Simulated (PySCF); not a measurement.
Compound: C₂H₈GeSi.
Numbering: `[CH2:1]=[CH:2][GeH2:3][SiH3:4]` (hydrogens: H5, H6 on C1; H7 on C2; H8, H9 on Ge3; H10, H11, H12 on Si4)

Cartesian coordinates in Å at the PBE0-D3(BJ)/def2-SVP level; atoms count from 1:
```xyz
12
C2H8GeSi angstrom
C     -1.833   -0.718    0.292
C     -1.464    0.563    0.196
Ge     0.352    1.147   -0.183
Si     1.809   -0.730   -0.382
H     -1.122   -1.543    0.166
H     -2.868   -1.008    0.504
H     -2.226    1.341    0.334
H      0.363    1.973   -1.488
H      0.838    2.083    0.945
H      3.219   -0.266   -0.558
H      1.428   -1.568   -1.561
H      1.733   -1.578    0.848
```

Computed with PBE0-D3(BJ)/def2-SVP geometry optimisation, gas phase in PySCF.

Take the most abundant isotopes and a rigid rotor. The values belong to one conformer with, in the numbering `[CH2:1]=[CH:2][GeH2:3][SiH3:4]`, C1–C2–Ge3–Si4 -2°.

(1) Give the principal moments of inertia and the rotational constants in MHz.

(2) What kind of rotor is it?

(3) What does the inertial defect say?

(4) List the rotational levels J(Ka,Kc) to J = 4 (MHz).

(5) Which lines would a microwave search look for?

Answers

(1) Ia = 113.40, Ib = 203.64, Ic = 304.89 u·Å²; 505379 MHz·u·Å²/I gives A = 4457, B = 2482, C = 1658 MHz.

(2) An asymmetric top: κ = (2 × 2482 − 4457 − 1658)/(4457 − 1658) = -0.41.

(3) Not planar: Δ = Ic − Ia − Ib = -12.15 u·Å². For a rigid frame Δ = −2 Σ m c², so Σ m c² = 6.08 u·Å² lies off the ab plane, practically all of it from hydrogen. The atom farthest from that plane is 1.26 Å away.

(4) Above 0(0,0):
J = 1: 1(0,1) 4139, 1(1,1) 6114, 1(1,0) 6938
J = 2: 2(0,2) 12209, 2(1,2) 13569, 2(1,1) 16041, 2(2,1) 21966, 2(2,0) 22175
J = 3: 3(0,3) 23867, 3(1,3) 24633, 3(1,2) 29543, 3(2,2) 34384, 3(2,1) 35353, 3(3,1) 46437, 3(3,0) 46471
J = 4: 4(0,4) 38842, 4(1,4) 39208, 4(1,3) 47218, 4(2,3) 50776, 4(2,2) 53322, 4(3,2) 63329, 4(3,1) 63560, 4(4,1) 79751, 4(4,0) 79756
The levels of one J sum to (2J + 1)J(J + 1)(A + B + C)/3.

(5) The dipole components are |μa| = 0.58 D, |μb| = 0.30 D, |μc| = 0.00 D. The squared components, which scale the intensities, stand as 1.00 : 0.26 : 0.00 (a : b : c). Some lines, for components of 0.1 D or more:

```csv
type,branch,"J(Ka,Kc)",MHz,lower level (cm⁻¹)
b,Q,"3(1,2) ← 3(0,3)",5676,0.796
b,Q,"4(2,2) ← 4(1,3)",6105,1.575
a,R,"2(0,2) ← 1(0,1)",8070,0.138
b,Q,"4(3,1) ← 4(2,2)",10238,1.779
b,R,"3(1,3) ← 2(0,2)",12424,0.407
b,Q,"4(3,2) ← 4(2,3)",12552,1.694
b,R,"4(1,3) ← 3(2,2)",12833,1.147
a,R,"5(1,5) ← 4(1,4)",18001,1.308
a,R,"5(0,5) ← 4(0,4)",18211,1.296
b,R,"5(3,3) ← 4(2,2)",31136,1.779
b,R,"5(5,0) ← 4(4,1)",42217,2.660
```

Whether it is a minimum is left open (no frequencies). No vibrational averaging or centrifugal distortion is included, and the geometry carries the error of its method. A rigid rotor knows nothing of internal rotation, which can split or shift real lines.
